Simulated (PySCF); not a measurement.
Predicted microwave data (PySCF 2.14.0, PBE0-D3(BJ)/def2-SVP geometry optimisation, gas phase) for one isomer of C8H9NO:

```
Rotational constants : A = 2459, B = 947.4, C = 696.8 MHz
Dipole components    : |μa| = 0.32 D, |μb| = 0.47 D, |μc| = 0.89 D
Inertial defect      : -13.69 u·Å²
κ                    : -0.72
```

Task: Which structure is it? (One computed conformer of each.)
A. `[CH2:1]=[N:2][c:3]1[cH:4][cH:5][cH:6][c:7]([O:8][CH3:9])[cH:10]1` with C1–N2–C3–C4 -44°, C6–C7–O8–C9 -179°
B. `[NH2:1][CH2:2][c:3]1[cH:4][cH:5][c:6]([CH:7]=[O:8])[cH:9][cH:10]1` with H–N1–C2–C3 -171° and 71°, N1–C2–C3–C4 24°, C5–C6–C7–O8 180°
C. `[CH3:1][C:2](=[O:3])[c:4]1[cH:5][cH:6][c:7]([NH2:8])[cH:9][cH:10]1` with C1–C2–C4–C5 180° (4'-aminoacetophenone)
D. `[CH:1]#[C:2][C:3](=[CH2:4])[C:5](=[CH2:6])[CH2:7][C:8]([NH2:9])=[O:10]` with C2–C3–C5–C6 142°, C3–C5–C7–C8 -71°, C5–C7–C8–N9 82°, C7–C8–N9–H -3° and -175°
E. `[NH2:1][C:2](=[O:3])[C:4]1=[CH:5][C:6]2([CH:7]=[CH:8]1)[CH2:9][CH2:10]2` with H–N1–C2–O3 -170° and -5°, N1–C2–C4–C5 -175°
F. `[CH3:1][C:2](=[O:3])[NH:4][CH:5]=[C:6]1[CH:7]=[CH:8][CH:9]=[CH:10]1` with C1–C2–N4–C5 180°, C2–N4–C5–C6 180°

Result: A. It is C=Nc1cccc(OC)c1, an asymmetric top, point group C1. The candidates at the same level (rigid rotor, commonest isotopes):

| SMILES | A (MHz) | B (MHz) | C (MHz) | μa (D) | μb (D) | μc (D) | Δ (u·Å²) | point group | rotor |
| --- | --- | --- | --- | --- | --- | --- | --- | --- | --- |
| C#CC(=C)C(=C)CC(N)=O | 1706 | 1117 | 844.8 | 3.23 | 1.60 | 0.07 | -150.31 | C1 | asymmetric top |
| CC(=O)c1ccc(N)cc1 | 3659 | 793.3 | 654.8 | 4.51 | 2.32 | 0.66 | -3.36 | near Cs | near-prolate asymmetric top |
| CC(=O)NC=C1C=CC=C1 | 4416 | 606.8 | 535.3 | 1.51 | 3.07 | 0.00 | -3.20 | Cs | near-prolate asymmetric top |
| NC(=O)C1=CC2(C=C1)CC2 | 3409 | 824.3 | 700.3 | 1.99 | 2.99 | 0.55 | -39.73 | C1 | near-prolate asymmetric top |
| C=Nc1cccc(OC)c1 | 2459 | 947.4 | 696.8 | 0.32 | 0.47 | 0.89 | -13.69 | C1 | asymmetric top |
| NCc1ccc(C=O)cc1 | 4503 | 678.7 | 596.9 | 4.48 | 0.22 | 0.47 | -10.23 | C1 | near-prolate asymmetric top |

`CC(=O)NC=C1C=CC=C1` has A 80 % too high; `CC(=O)c1ccc(N)cc1` has A 49 % too high; `C#CC(=C)C(=C)CC(N)=O` has A 31 % too low; `NC(=O)C1=CC2(C=C1)CC2` has A 39 % too high; `NCc1ccc(C=O)cc1` has A 83 % too high. No structure here is proved a minimum.
